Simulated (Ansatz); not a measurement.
Program: Ansatz. Geometries: PBE0-D4/def2-TZVP. ΔE: electronic, gas phase. CBS: MP2 limit from def2 TZ/QZ plus the TZ coupled-cluster correction, frozen cores. This one scheme is used for every species. DFT in def2-TZVPP. B3LYP here is the variant with VWN-RPA as its local correlation; programs differ in this. Each species was taken in one conformer, which may not be the lowest.

`C[SiH](O)Cl` + CH₃OH → `CO[SiH](O)Cl` + CH₄  (ligand exchange at the Si–C bond)

`C[SiH](O)Cl`:

Z-matrix (Å, degrees):
```
C
Si 1 1.852
H 1 1.092 2 110.4
H 1 1.093 2 110.2 3 119.9
H 1 1.093 2 111.1 3 -119.8
O 2 1.636 1 113.3 3 -178.2
Cl 2 2.066 1 107.5 3 60.3
H 2 1.477 1 112.9 3 -58.5
H 6 0.958 2 118.5 1 -65.6
```

CH₃OH:

Z-matrix (Å, degrees):
```
C
O 1 1.409
H 1 1.097 2 112.4
H 1 1.090 2 107.0 3 -118.5
H 1 1.097 2 112.4 3 123.0
H 2 0.959 1 108.5 3 -61.6
```

`CO[SiH](O)Cl`:

Z-matrix (Å, degrees):
```
C
O 1 1.411
H 1 1.095 2 111.2
H 1 1.094 2 111.2 3 121.5
H 1 1.090 2 107.9 3 -119.1
Si 2 1.623 1 126.5 3 -65.0
Cl 6 2.059 2 108.1 1 -50.2
O 6 1.621 2 109.2 1 -171.5
H 6 1.472 2 113.4 1 69.1
H 8 0.959 6 118.6 2 55.2
```

CH₄:

Z-matrix (Å, degrees):
```
C
H 1 1.090
H 1 1.090 2 109.5
H 1 1.090 2 109.5 3 -120.0
H 1 1.090 2 109.5 3 120.0
```

CCSD(T)/CBS gives -115.0 kJ/mol.

**Question.** Another level gave -114.4 kJ/mol. Which?
A. PBE-D4/def2-TZVPP
B. B3LYP-D4/def2-TZVPP
C. ωB97X-V/def2-TZVPP
D. HF/def2-TZVPP

**Answer.** C. ωB97X-V -114.4, PBE-D4 -105.6, B3LYP-D4 -118.8, HF/def2-TZVPP -125.9 kJ/mol.

Largest T1 diagnostic among the species: 0.011.

In def2-TZVPP, CCSD(T) changes the Hartree–Fock value by +9.9 kJ/mol (the triples alone add +0.5 kJ/mol) and MP2 by +7.9 kJ/mol.
